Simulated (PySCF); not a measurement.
Spectra and structures to be paired. Method used: TDDFT wB97X-D/def2-SVPD, vertical, gas phase, core orbitals frozen in the response in PySCF. Geometries: GFN2-xTB; one conformer of each isolated species. Triplets are in the Tamm–Dancoff approximation.

A. `F[Si](F)(F)[SiH2]P`
B. `C=CO[SiH2]CCl`
C. `CC1=PC=C([SiH3])P=C1`
D. `Cl[Si@H]1CCCO1`

Lowest singlet levels (six at most, fewer where fewer were computed) with oscillator strengths:

1. 7.69 eV (f 0.024); 7.92 eV (f 0.018); 8.11 eV (f 0.022); 8.45 eV (f 0.028); 8.59 eV (f 0.006); 8.68 eV (f 0.048); T1 7.35 eV
2. 6.59 eV (f 0.014); 7.01 eV (f 0.240); 7.08 eV (f 0.278); 7.26 eV (f 0.020); 7.43 eV (f 0.000); 7.59 eV (f 0.029); T1 4.43 eV
3. 4.21 eV (f 0.048); 4.32 eV (f 0.123); 4.50 eV (f 0.022); 4.54 eV (f 0.002); 4.91 eV (f 0.000); 5.19 eV (f 0.002); T1 2.49 eV
4. 6.44 eV (f 0.282); 6.73 eV (f 0.001); 6.84 eV (f 0.014); 7.06 eV (f 0.078); 7.64 eV (f 0.002); 7.87 eV (f 0.183); T1 5.35 eV

Problem. Which spectrum belongs to which structure?

Solution. 1 = D, 2 = B, 3 = C, 4 = A.
- A: S1 at 6.44 eV, HOMO→LUMO (89%); Löwdin shares by element: HOMO phosphorus 62%, silicon 15% or more, hydrogen 13% or more; LUMO silicon 50%, phosphorus 26%, fluorine 7% or more (atoms not listed hold the other 17%); HOMO -9.94 and LUMO 0.57 eV; point group Cs.
- B: S1 at 6.59 eV, HOMO→LUMO (82%); Löwdin shares by element: HOMO carbon 63% or more, oxygen 23%; LUMO silicon 27%, chlorine 18%, carbon 10% or more, hydrogen 8% or more (atoms not listed hold the other 37%); HOMO -9.02 and LUMO 1.74 eV; point group Cs, 1 of its 6 listed states under f = 0.0005.
- C: S1 at 4.21 eV, HOMO→LUMO+1 (40%), HOMO→LUMO (29%), HOMO-2→LUMO (27%); Löwdin shares by element: HOMO phosphorus 49%, carbon 25% or more (atoms not listed hold the other 26%); LUMO phosphorus 56%, carbon 21% or more (atoms not listed hold the other 24%); HOMO -8.58 and LUMO -0.79 eV.
- D: S1 at 7.69 eV, HOMO→LUMO (44%), HOMO→LUMO+1 (32%), HOMO→LUMO+2 (12%); Löwdin shares by element: HOMO oxygen 35%, chlorine 11%, carbon 11% or more, silicon 11% (atoms not listed hold the other 33%); LUMO carbon 31%, silicon 20% (atoms not listed hold the other 49%); HOMO -9.95 and LUMO 2.13 eV.
A and B have S1 within 0.15 eV of each other; their strongest listed levels stand at 6.44 eV (f 0.282) and 7.08 eV (f 0.278).
